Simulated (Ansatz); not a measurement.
C3H6Cl, doublet, geometry from GFN2-xTB. Base run: MP2/3-21G (Ansatz, a first-principles code).

The Ansatz input:
Ansatz 0.2 input:
```yaml
crystal:
  periodic: [false, false, false]
  atoms:
    - {symbol: C, position_ang: [1.01004519, -0.59141257, 0.01804838]}
    - {symbol: C, position_ang: [2.39623104, -0.09879675, -0.00017113]}
    - {symbol: C, position_ang: [0.02437817, 0.59306770, -0.01533662]}
    - {symbol: H, position_ang: [0.81435877, -1.16953832, 0.92361527]}
    - {symbol: H, position_ang: [0.80953602, -1.21837179, -0.85418657]}
    - {symbol: Cl, position_ang: [-1.66354710, 0.01486371, -0.00038923]}
    - {symbol: H, position_ang: [2.86745217, 0.16131528, -0.92770128]}
    - {symbol: H, position_ang: [2.89985337, 0.14732831, 0.91380985]}
    - {symbol: H, position_ang: [0.15203642, 1.22921107, 0.85976434]}
    - {symbol: H, position_ang: [0.15313749, 1.18022195, -0.92392847]}
basis:
  gaussian:
    orbitals: 3-21G.json
magnetization: {spin_polarized: true, initial_magnetization: 1}
correlation: {method: mp2}
```
The basis file holds 3-21G in the JSON format of the Basis Set Exchange.

Each row names what was changed in the base input (with any setting that the change needs).

```
change                                                             ΔE vs base (mEh)  MP2 correlation (Eh)  basis functions
-----------------------------------------------------------------  ----------------  --------------------  ---------------
base                                                                          0.000              -0.29679               52
method = rpa                                                                -58.993                     -               52
lower_state_search = off                                                      0.000              -0.29679               52
reference functional = pbe0                                                  -2.662                     -               52
accuracy = high                                                              -0.023              -0.29680               52
method = bccd                                                               -42.855              -0.29679               52
electrons = outside_noble_gas                                                 0.000              -0.29679               52
method = ccsd_t                                                             -50.943              -0.29679               52
fitting = cc-pVTZ-JKFIT (mean field), cc-pVTZ-RIFIT (correlation)             0.021              -0.29678               52
method = bccd_t                                                             -50.979              -0.29679               52
```
